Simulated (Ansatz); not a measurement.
Start from `C/N=C\[SiH2]S` and change one atom or group (the configuration at the double bond changes too) to get `C/N=C/NC`.

Ansatz, PBE0-D4/def2-TZVP geometries, multiplicity 1. Each molecule was computed in one conformer, which needn't be the lowest.

```json
{"property": "HOMO energy (PBE0/def2-TZVPP) / eV", "`C/N=C\\[SiH2]S`": "-6.86"}
{"property": "LUMO energy (PBE0/def2-TZVPP) / eV", "`C/N=C\\[SiH2]S`": "-1.35"}
{"property": "HOMO–LUMO gap (PBE/def2-TZVPP) / eV", "`C/N=C\\[SiH2]S`": "3.19"}
{"property": "HOMO energy (PBE/def2-TZVPP) / eV", "`C/N=C\\[SiH2]S`": "-5.52"}
{"property": "HOMO energy (B3LYP/def2-TZVPP) / eV", "`C/N=C\\[SiH2]S`": "-6.65"}
{"property": "LUMO energy (ωB97M-V/def2-TZVPP) / eV", "`C/N=C\\[SiH2]S`": "0.69"}
```

Task: Give the same properties after the change, and the shifts. (Estimate.)

Result: Ansatz gave: 
```
                             property  `C/N=C/NC`  shift
   HOMO energy (PBE0/def2-TZVPP) / eV       -6.31   0.55
   LUMO energy (PBE0/def2-TZVPP) / eV        1.04   2.39
  HOMO–LUMO gap (PBE/def2-TZVPP) / eV        5.10   1.91
    HOMO energy (PBE/def2-TZVPP) / eV       -5.12   0.40
  HOMO energy (B3LYP/def2-TZVPP) / eV       -6.12   0.53
LUMO energy (ωB97M-V/def2-TZVPP) / eV        2.56   1.87
```

With PBE0 the HOMO rises by 0.55 eV and the LUMO rises by 2.39 eV, so the gap widens by about 1.84 eV. PBE moves the HOMO by 0.40 eV and ωB97M-V by 0.56 eV.

B3LYP here is the variant with VWN-RPA as its local correlation; programs differ in this.
